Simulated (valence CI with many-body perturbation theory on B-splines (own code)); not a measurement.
Os37+ in brief

Computed by configuration interaction combined with many-body perturbation theory (CI+MBPT): three valence electrons over a frozen Dirac-Fock core [Kr], radial functions for each j: 7 s, 7 p, 8 d, 6 f, 4 g, 1 h, with the one-electron correlation potential Σ1 (screened to all orders), the two-electron term Σ2, the three-electron term Σ3, Breit, model QED; selected single and double excitations, second order for the rest, scaled by the run's own slope (own B-spline code, finite nucleus).

No measured spectrum was set against this ion. As an estimate, large intervals hold to a few tenths of a per cent, small ones and those within an open d or f shell to about a per cent. Only levels of the ground parity were solved; by the run's estimate the other parity begins above the list, which can be wrong where configurations are misplaced.

Levels are named by their leading jj configuration (3d3/2^4 stands for four electrons in 3d with j = 3/2), which in mixed levels can hold well under half, so a name can repeat and another be missing.

Rates and lifetimes use the calculated energies. Strong lines usually hold to 10 to 20 %, long lifetimes can be off by a factor of two.

**Question.** What is the ground level?

**Answer.** (4d3/2^3) J=3/2, composition 48 % 4d3 4F + 37 % 4d3 2D + 10 % 4d3 2P, g = 0.698.

**Question.** What is the ionisation energy?

**Answer.** 1662.2 eV; NIST lists 1660 ± 4 eV (theoretical).

**Question.** How well does LS coupling describe the low levels?

**Answer.** Among the lowest 19 levels the leading LS term, summed over configurations, holds 57 % on average. For single configurations the figures are 57 % in LS and 97 % in jj coupling. Terms mix most in the J = 3/2 level at 163420 cm⁻¹, where the leading one holds 39 %.

**Question.** Name the longest-lived excited levels whose lifetime is computed, and their main decay.

**Answer.** (4d3/2^2 4d5/2) J=9/2 at 178720 cm⁻¹ lives 8.81 s, mostly by M1 to (4d3/2^2 4d5/2) J=7/2.
